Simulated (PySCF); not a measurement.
SMILES C[CH][CH2][GeH3] (C3H9Ge), doublet (B3LYP/def2-SVP optimised geometry):

```
13

C     -1.535     0.409     3.532
C     -0.773    -0.709     2.902
C     -1.195    -1.343     1.633
Ge    -0.521    -0.384     0.000
H     -1.275     0.531     4.596
H     -2.626     0.248     3.464
H     -1.338     1.389     3.047
H      0.237    -0.923     3.271
H     -0.814    -2.374     1.537
H     -2.294    -1.378     1.533
H      1.024    -0.384     0.000
H     -1.014     1.080     0.000
H     -1.024    -1.080    -1.289
```

Calculation: unrestricted B3LYP/def2-TZVP in PySCF.

Task: What are the frontier orbital energies (α orbitals alone; a β orbital can be the lowest empty one) and the dipole moment?

Result: HOMO-2 -9.06 eV, HOMO-1 -8.99 eV, HOMO -4.88 eV, LUMO 0.53 eV, LUMO+1 1.07 eV; dipole moment 0.53 D.

Meta-Löwdin charges at B3LYP/def2-TZVP: C1 -0.32, C2 -0.13, C3 -0.36, Ge4 0.35, H5 0.12, H6 0.11, H7 0.11, H8 0.10, H9 0.12, H10 0.11, H11 -0.07, H12 -0.07, H13 -0.07.
